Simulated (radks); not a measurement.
Values are calculated unless marked as measured or tabulated.
Task: The mean radii <r> (bohr) of the occupied orbitals of an atom or ion are listed with their occupations. Level of theory: non-relativistic Kohn-Sham, exchange-only PBE, spin-polarised, spherical densities, point nucleus (a radial shooting solver on a logarithmic mesh with Libxc functionals).

orbital  occ.     <r>
1s          2  0.2683

Name the element and its charge. Open shells, if any, are filled with parallel spins first.

Result: Z = 6, carbon, charge +4: C4+ in [He]. The 1s radius gives Z: for a bare nucleus <r> = 1.5/Z, 0.25 bohr for Z = 6, and screening makes it slightly larger (0.2683 here). The occupations add up to 2, and the charge is Z minus that.
